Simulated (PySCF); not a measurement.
C4H2Au2S3, multiplicity 1. Atoms are numbered in the order given.

```xyz
11

Au    -4.0244    -0.2053     0.3025
S     -2.5717     1.4470    -0.4153
C     -1.1183     0.5709    -0.8167
C     -0.6327     0.3145    -2.0935
C      0.6327    -0.3145    -2.0935
C      1.1183    -0.5709    -0.8167
S      2.5717    -1.4470    -0.4153
Au     4.0244     0.2053     0.3025
S      0.0000     0.0000     0.3999
H     -1.1916     0.5871    -2.9891
H      1.1916    -0.5871    -2.9891
```
Charge 0, spin multiplicity 1.

Geometry optimised at B3LYP-D3(BJ)/def2-SVP. The spin state was assumed, not searched. The def2 effective core potentials stand for the cores of Au; spin–orbit coupling is left out. One conformer was computed; it need not be the lowest.

Calculation: HF/def2-SVP in PySCF.

ESP charges are fitted to the potential on shells at 1.4 to 2.0 van der Waals radii. Atomic charges (e):

```tsv
atom	Löwdin	ESP fit
Au1	0.01	0.40
S2	0.16	-0.45
C3	-0.32	0.15
C4	-0.07	-0.20
C5	-0.07	-0.20
C6	-0.32	0.15
S7	0.16	-0.45
Au8	0.01	0.40
S9	0.39	-0.12
H10	0.03	0.15
H11	0.03	0.15
```
